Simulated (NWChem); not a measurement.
System: CH2F2O2Si; SMILES O=C(O)[SiH](F)F

NWChem input:

```
start job
memory heap 200 mb stack 900 mb global 1100 mb
geometry units angstroms noautoz
  O      1.273124     1.458873     0.000000
  C      0.122215     1.115307     0.000000
  O     -0.908410     1.968966     0.000000
  Si    -0.412901    -0.724003     0.000000
  F      0.245169    -1.403522    -1.300779
  F      0.245169    -1.403522     1.300779
  H     -0.540854     2.871117     0.000000
  H     -1.868502    -0.967894     0.000000
end
basis spherical
  * library def2-tzvp
end
dft
  xc m06-2x
  iterations 150
  semidirect filesize 400000000
  mulliken
end
task dft energy
```

Excerpt of the output:

```
             Northwest Computational Chemistry Package (NWChem) 7.3.0
             --------------------------------------------------------

 CS  symmetry detected

                             Geometry "geometry" -> ""
                             -------------------------

 Output coordinates in angstroms (scale by  1.889725989 to convert to a.u.)

  No.       Tag          Charge          X              Y              Z
 ---- ---------------- ---------- -------------- -------------- --------------
    1 O                    8.0000     1.29016679    -1.43466387     0.00000000
    2 C                    6.0000     0.13579188    -1.10292950     0.00000000
    3 O                    8.0000    -0.88601643    -1.96712240     0.00000000
    4 Si                  14.0000    -0.41817557     0.73079089     0.00000000
    5 F                    9.0000     0.23288482     1.41702887    -1.30077900
    6 F                    9.0000     0.23288482     1.41702887     1.30077900
    7 H                    1.0000    -0.50921964    -2.86545309     0.00000000
    8 H                    1.0000    -1.87620331     0.95972800     0.00000000

 Effective nuclear repulsion energy (a.u.)     308.7382948282

      Symmetry information
      --------------------

 Group name             Cs
 Group number              2
 Group order               2
 No. of unique centers     7

                                 NWChem DFT Module
                                 -----------------

 Summary of "ao basis" -> "ao basis" (spherical)
 ------------------------------------------------------------------------------
       Tag                 Description            Shells   Functions and Types
 ---------------- ------------------------------  ------  ---------------------
 O                         def2-tzvp                11       31   5s3p2d1f
 C                         def2-tzvp                11       31   5s3p2d1f
 Si                        def2-tzvp                13       37   5s5p2d1f
 F                         def2-tzvp                11       31   5s3p2d1f
 H                         def2-tzvp                 4        6   3s1p

      Symmetry analysis of basis
      --------------------------

        a'        129
        a"         75

            General Information
            -------------------
          SCF calculation type: DFT
          Wavefunction type:  closed shell.
          No. of atoms     :     8
          No. of electrons :    56
           Alpha electrons :    28
            Beta electrons :    28
          Charge           :     0
          Spin multiplicity:     1
          Use of symmetry is: on ; symmetry adaption is: on
          Maximum number of iterations: 150
          AO basis - number of functions:   204
                     number of shells:    76
          Convergence on energy requested:  1.00D-06
          Convergence on density requested:  1.00D-05
          Convergence on gradient requested:  5.00D-04

              XC Information
              --------------
                       M06-2X Method XC Functional
                     Hartree-Fock (Exact) Exchange  0.540
                        M06-2X Exchange Functional  1.000
                      M06-2X Correlation Potential  1.000

             Grid Information
             ----------------
          Grid used for XC integration:  medium
          Radial quadrature: Mura-Knowles
          Angular quadrature: Lebedev.
          Tag              B.-S. Rad. Rad. Pts. Rad. Cut. Ang. Pts.
          ---              ---------- --------- --------- ---------
          O                   0.60       49          11.0       434
          C                   0.70       49          10.0       434
          Si                  1.10       88          11.0       590
          F                   0.50       49          12.0       434
          H                   0.35       45          11.0       434
          Grid pruning is: on
          Number of quadrature shells:   374
          Spatial weights used:  Erf1

      Superposition of Atomic Density Guess
      -------------------------------------

 Sum of atomic energies:        -675.91112833

      Non-variational initial energy
      ------------------------------

 Total energy =    -677.658871
 1-e energy   =   -1551.213524
 2-e energy   =     564.816357
 HOMO         =      -0.339473
 LUMO         =      -0.027583

      Symmetry analysis of molecular orbitals - initial
      -------------------------------------------------

  Numbering of irreducible representations:

     1 a'          2 a"

  Orbital symmetries:

     1 a'          2 a'          3 a"          4 a'          5 a'
     6 a'          7 a'          8 a"          9 a'         10 a'
    11 a'         12 a'         13 a"         14 a'         15 a'
    16 a'         17 a"         18 a'         19 a'         20 a'
    21 a"         22 a"         23 a'         24 a"         25 a'
    26 a'         27 a"         28 a'         29 a"         30 a'
    31 a'         32 a"         33 a'         34 a'         35 a'
    36 a'         37 a'         38 a"

------------------------------------------------------------
EAF file 0: "./job.aoints.0" size=349700096 bytes
------------------------------------------------------------
               write      read    awrite     aread      wait
               -----      ----    ------     -----      ----
     calls:      667         0         0         0         0
   data(b): 3.50e+08  0.00e+00  0.00e+00  0.00e+00
   time(s): 0.00e+00  0.00e+00  0.00e+00  0.00e+00  0.00e+00
rate(mb/s): 0.00e+00  0.00e+00
------------------------------------------------------------

     ---------------------------------------------
      Total Density - Mulliken Population Analysis
     ---------------------------------------------

    Atom       Charge   Shell Charges
 -----------   ------   -------------------------------------------------------
    1 O    8     8.75   0.79  1.18  0.62  0.96  0.28  2.02  2.10  0.78  0.00  0.02  0.00
    2 C    6     5.32   0.86  1.12  0.52  0.60  0.14  0.89  0.82  0.16  0.05  0.13  0.02
    3 O    8     8.57   0.79  1.18  0.59  0.94  0.24  1.92  2.10  0.77  0.00  0.02  0.00
    4 Si  14    12.71   2.00  0.59  1.39  0.78  0.35  4.10  1.74  0.46  0.76  0.15  0.18  0.14  0.07
    5 F    9     9.51   0.77  1.20  0.61  1.01  0.31  2.37  2.36  0.88  0.00  0.01  0.00
    6 F    9     9.51   0.77  1.20  0.61  1.01  0.31  2.37  2.36  0.88  0.00  0.01  0.00
    7 H    1     0.57   0.19  0.26  0.08  0.04
    8 H    1     1.05   0.23  0.52  0.29  0.01

   convergence    iter        energy       DeltaE   RMS-Dens  Diis-err
 ---------------- ----- ----------------- --------- --------- ---------
 d= 0,ls=0.0,diis     1   -678.9095538373 -9.88D+02  5.92D-03  1.91D+00
 d= 0,ls=0.0,diis     2   -678.7859340656  1.24D-01  3.18D-03  3.80D+00
 d= 0,ls=0.0,diis     3   -679.0981295613 -3.12D-01  7.63D-04  7.40D-02
 d= 0,ls=0.0,diis     4   -679.1012214583 -3.09D-03  3.35D-04  4.34D-02
 d= 0,ls=0.0,diis     5   -679.1044126993 -3.19D-03  1.16D-04  3.22D-04
  Resetting Diis
 d= 0,ls=0.0,diis     6   -679.1044545407 -4.18D-05  3.54D-05  3.10D-05
 d= 0,ls=0.0,diis     7   -679.1044590710 -4.53D-06  1.04D-05  5.35D-06
 d= 0,ls=0.0,diis     8   -679.1044593275 -2.56D-07  4.09D-06  5.44D-06

         Total DFT energy =     -679.104459327503
      One electron energy =    -1553.771803857687
           Coulomb energy =      631.107648472092
    Exchange-Corr. energy =      -65.178598770157
 Nuclear repulsion energy =      308.738294828248

 Numeric. integr. density =       55.999999081052

                  Occupations of the irreducible representations
                  ----------------------------------------------

                     irrep           alpha         beta
                     --------     --------     --------
                     a'               20.0         20.0
                     a"                8.0          8.0

                       DFT Final Molecular Orbital Analysis
                       ------------------------------------

 Vector   26  Occ=2.000000D+00  E=-4.654986D-01  Symmetry=a'
              MO Center= -4.5D-01, -7.0D-02, -2.8D-14, r^2= 3.9D+00
   Bfn.  Coefficient  Atom+Function         Bfn.  Coefficient  Atom+Function
  ----- ------------  ---------------      ----- ------------  ---------------
   200     -0.188811  8 H  s                  6      0.185687  1 O  px
   108      0.176552  4 Si px                68      0.159680  3 O  px
     9      0.138897  1 O  px               136     -0.138394  5 F  px
   167     -0.138394  6 F  px                 7      0.136717  1 O  py
    71      0.137200  3 O  px               199     -0.128173  8 H  s

 Vector   27  Occ=2.000000D+00  E=-4.270299D-01  Symmetry=a"
              MO Center=  2.2D-01, -1.6D+00,  1.5D-15, r^2= 1.8D+00
   Bfn.  Coefficient  Atom+Function         Bfn.  Coefficient  Atom+Function
  ----- ------------  ---------------      ----- ------------  ---------------
    70     -0.332963  3 O  pz                 8      0.325466  1 O  pz
    73     -0.286639  3 O  pz                11      0.276392  1 O  pz
    76     -0.225753  3 O  pz                14      0.178367  1 O  pz
    39      0.104895  2 C  pz                42      0.096921  2 C  pz
    54     -0.051426  2 C  d  1              45      0.042850  2 C  pz

 Vector   28  Occ=2.000000D+00  E=-3.676458D-01  Symmetry=a'
              MO Center=  4.7D-01, -1.0D+00,  3.4D-16, r^2= 2.6D+00
   Bfn.  Coefficient  Atom+Function         Bfn.  Coefficient  Atom+Function
  ----- ------------  ---------------      ----- ------------  ---------------
     7      0.371049  1 O  py                10      0.307582  1 O  py
    13      0.240331  1 O  py               109      0.162973  4 Si py
    68      0.137337  3 O  px                38     -0.124897  2 C  py
    71      0.123092  3 O  px                41     -0.111661  2 C  py
   201      0.111796  8 H  s                 35     -0.108674  2 C  s

 Vector   29  Occ=0.000000D+00  E=-1.937486D-02  Symmetry=a"
              MO Center= -8.5D-02, -5.8D-01,  6.6D-15, r^2= 3.0D+00
   Bfn.  Coefficient  Atom+Function         Bfn.  Coefficient  Atom+Function
  ----- ------------  ---------------      ----- ------------  ---------------
   113      0.429492  4 Si pz                42      0.293179  2 C  pz
    14     -0.277286  1 O  pz                39      0.248799  2 C  pz
     8     -0.227443  1 O  pz                45      0.218143  2 C  pz
    11     -0.189752  1 O  pz               120     -0.185598  4 Si d -1
    76     -0.182955  3 O  pz                70     -0.155022  3 O  pz

 Vector   30  Occ=0.000000D+00  E= 4.029934D-02  Symmetry=a'
              MO Center= -6.0D-01,  6.2D-03, -3.1D-14, r^2= 7.4D+00
   Bfn.  Coefficient  Atom+Function         Bfn.  Coefficient  Atom+Function
  ----- ------------  ---------------      ----- ------------  ---------------
    36      1.433634  2 C  s                112      1.284612  4 Si py
    98     -0.827293  4 Si s                195     -0.748492  7 H  s
    44      0.525037  2 C  py                67      0.503323  3 O  s
   109      0.256974  4 Si py                97      0.234896  4 Si s
   135     -0.178107  5 F  s                166     -0.178107  6 F  s

 Vector   31  Occ=0.000000D+00  E= 5.949107D-02  Symmetry=a'
              MO Center= -5.5D-01, -1.8D+00, -2.0D-15, r^2= 8.1D+00
   Bfn.  Coefficient  Atom+Function         Bfn.  Coefficient  Atom+Function
  ----- ------------  ---------------      ----- ------------  ---------------
   195      1.537629  7 H  s                 36      1.440008  2 C  s
    98     -1.016456  4 Si s                112      1.014846  4 Si py
     5     -0.683830  1 O  s                 67     -0.660644  3 O  s
    44      0.641845  2 C  py                75      0.417262  3 O  py
   109      0.375547  4 Si py                43      0.320244  2 C  px

------------------------------------------------------------
EAF file 0: "./job.aoints.0" size=534773760 bytes
------------------------------------------------------------
               write      read    awrite     aread      wait
               -----      ----    ------     -----      ----
     calls:     1020         7         0      7133      7133
   data(b): 5.35e+08  3.67e+06  0.00e+00  3.74e+09
   time(s): 0.00e+00  0.00e+00  0.00e+00  0.00e+00  0.00e+00
rate(mb/s): 0.00e+00  0.00e+00
------------------------------------------------------------

     ---------------------------------------------
      Total Density - Mulliken Population Analysis
     ---------------------------------------------

    Atom       Charge   Shell Charges
 -----------   ------   -------------------------------------------------------
    1 O    8     8.29   0.79  1.18  0.61  0.87  0.36  1.86  1.81  0.77  0.00  0.03  0.00
    2 C    6     5.83   0.86  1.12  0.54  0.57  0.07  1.21  1.02  0.16  0.05  0.21  0.02
    3 O    8     8.39   0.79  1.18  0.59  0.90  0.31  1.89  1.93  0.76  0.00  0.03  0.00
    4 Si  14    13.19   2.00  0.56  1.40  0.83  0.24  4.13  1.68  0.59  0.94  0.10  0.29  0.28  0.13
    5 F    9     9.31   0.77  1.20  0.61  0.95  0.38  2.26  2.18  0.95  0.00  0.01  0.00
    6 F    9     9.31   0.77  1.20  0.61  0.95  0.38  2.26  2.18  0.95  0.00  0.01  0.00
    7 H    1     0.67   0.25  0.32  0.06  0.04
    8 H    1     1.01   0.25  0.52  0.23  0.01

     -------------------------------------------
      Total Density - Lowdin Population Analysis
     -------------------------------------------

    Atom       Charge   Shell Charges
 -----------   ------   -------------------------------------------------------
    1 O    8     7.88   0.87  1.09  0.53  0.58  0.34  1.71  1.82  0.87  0.00  0.07  0.01
    2 C    6     6.59   0.91  1.04  0.37  0.33  0.20  1.06  1.18  0.50  0.09  0.77  0.14
    3 O    8     7.91   0.87  1.09  0.52  0.56  0.30  1.74  1.87  0.89  0.00  0.07  0.01
    4 Si  14    13.82   2.00  0.83  1.09  0.47  0.28  3.85  1.87  0.67  0.91  0.38  0.33  0.75  0.41
    5 F    9     8.98   0.86  1.10  0.59  0.71  0.39  2.13  2.17  1.02  0.00  0.01  0.00
    6 F    9     8.98   0.86  1.10  0.59  0.71  0.39  2.13  2.17  1.02  0.00  0.01  0.00
    7 H    1     0.80   0.24  0.30  0.12  0.15
    8 H    1     1.03   0.25  0.47  0.29  0.02

     Multipole analysis of the density
     ---------------------------------

     L   x y z        total         alpha         beta         nuclear
     -   - - -        -----         -----         ----         -------
     0   0 0 0     -0.000000    -28.000000    -28.000000     56.000000

     1   1 0 0     -1.008708     -0.504354     -0.504354      0.000000
     1   0 1 0     -0.582023     -0.291011     -0.291011      0.000000
     1   0 0 1      0.000000      0.000000      0.000000      0.000000

     2   2 0 0    -31.823631    -63.962184    -63.962184     96.100737
     2   1 1 0      0.519202      1.050305      1.050305     -1.581409
     2   1 0 1      0.000000      0.000000      0.000000      0.000000
     2   0 2 0    -25.929449   -204.862145   -204.862145    383.794841
     2   0 1 1     -0.000000     -0.000000     -0.000000      0.000000
     2   0 0 2    -30.808308    -69.785157    -69.785157    108.762006
```

Level: M06-2X/def2-TZVP. Geometry: optimised at PBE0/def2-SVP.
